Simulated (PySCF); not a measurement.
# From computed data to an observable: chemical shift, span and skew from a shielding tensor

BrF2HOSi, SMILES F[Si](O)(F)Br. Atoms are numbered in the order given.

```xyz
6

O      1.5381    -1.3390     0.0000
Si    -0.0009    -0.8007     0.0000
F     -0.8081    -1.3461     1.2796
F     -0.8081    -1.3461    -1.2796
Br     0.0159     1.3841     0.0000
H      1.6954    -2.2919     0.0000
```
Charge 0, spin multiplicity 1.

The structure is a stationary point at B3LYP-D3(BJ)/def2-SVP. This is a generated structure with no PubChem entry under its InChIKey; it may be hypothetical. One conformer was computed; it need not be the lowest.

GIAO shieldings from PBE0/pcSseg-1 (PySCF), non-relativistic, no solvent. The symmetric part of the tensor of F3 has the principal values 240.2, 251.3, 384.5 ppm. The same nucleus in CFCl3 has σ = 167.2 ppm at this level (PySCF, at its B3LYP-D3(BJ)/def2-TZVP geometry). Without spin–orbit terms, shifts of atoms bonded to Cl or Br come out too high.

Task: Work out the isotropic shielding, the ¹⁹F shift against CFCl3, the span and the skew.

Result: 
σ(iso) = (σ11 + σ22 + σ33)/3 = 292.0 ppm. δ = σ(ref) − σ(iso) = 167.2 − (292.0) = -124.8 ppm.
Span Ω = σ33 − σ11 = 144.3 ppm. Skew κ = 3(σ(iso) − σ22)/Ω = 0.85. Tumbling in solution averages the tensor to δ; in a static solid the shielding alone would spread this spin-1/2 line over Ω.
